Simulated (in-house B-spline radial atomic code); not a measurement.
**One electron outside the [Ar] 3d10 core: Hg51+**

Computed with a B-spline radial code for spherical atoms, no-pair Dirac-Coulomb Hamiltonian, finite nucleus. Rungs: frozen-core Dirac-Hartree-Fock (DHF); Brueckner orbitals from the second-order correlation potential; the same with the Coulomb interaction screened by the core and the hole-particle interaction summed; Breit and QED terms from differences of relaxed Dirac-Fock atoms, where computed. Partial waves beyond l = 6 are extrapolated. The tables show a selection of states; those near core-excited levels, with erratic corrections or far from their DHF start are never shown.

Command:
```bash
python run_mb.py task.json out
```
Settings (nuclear radius in fm, box in bohr, cutoff in hartree):
```
basis_form          2
Z                   80
core_configuration  [Ar] 3d10
rms_radius          5.4648
mass_number         202
speed_of_light      137.036
box_radius          4.062
lmax                6
intervals           58
virtual_cutoff      12800.0
```

Time taken, with all properties: 110 s on 1 thread of Arm Neoverse N1, with other jobs on the host.

Removal energies (eV):

```csv
state,DHF,second order,screened,Breit + QED,final
4s1/2,3054.82,3056.85,3056.76,-4.61,3052.16
4p1/2,2941.57,2943.76,2943.67,-4.25,2939.41
4p3/2,2787.19,2789.03,2788.96,-2.64,2786.31
4d3/2,2615.46,?,?,?,?
4d5/2,2582.44,2584.45,2584.37,-1.2,2583.17
4f5/2,2400.53,2402.55,2402.49,-,-
4f7/2,2391.34,?,?,?,?
5s1/2,1836.19,1837.26,1837.19,-2.11,1835.08
5p1/2,1780.95,1782.1,1782.03,-1.97,1780.06
5p3/2,1708.01,1709.03,1708.97,-1.24,1707.73
```

What does correlation do to 4f7/2?

It adds 1.91 eV to the removal energy in second order and 1.86 eV with screening, giving 2393.2 eV before Breit and QED terms, which weren't computed for this state.

What does correlation do to 4d3/2?

It adds 2.152 eV to the removal energy in second order and 2.067 eV with screening; Breit and QED add -1.81 eV, for a final 2615.72 eV.

How does the lowest state compare with the NIST ionisation energy?

4s1/2 is bound by 3052.2 eV, without recoil; NIST lists 3049.9 ± 1.5 eV (semi-empirical), a difference of +2.3 eV.

Electric-dipole lines from 4s1/2 (reduced matrix elements in atomic units, length form, static core polarisation, sign of DHF taken positive):

```tsv
upper	DHF	+ core polarisation	+ Brueckner	λ (nm)	A (s⁻¹)
4p1/2	0.2827	0.2744	0.2743	10.997	5.73e+10
4p3/2	0.4102	0.3987	0.3985	4.6638	7.93e+11
```

Magnetic hyperfine constants per unit nuclear g factor (MHz, nucleus as a uniformly magnetised ball; they apply to isotopes with nuclear spin):

```tsv
state	DHF	+ core polarisation	+ Brueckner
4s1/2	2.505e+06	2.582e+06	2.59e+06
4p1/2	827100	854200	856900
4p3/2	82670	84740	85020
5s1/2	1.168e+06	1.199e+06	1.202e+06
5p1/2	389800	401000	401800
5p3/2	39660	40190	40270
```
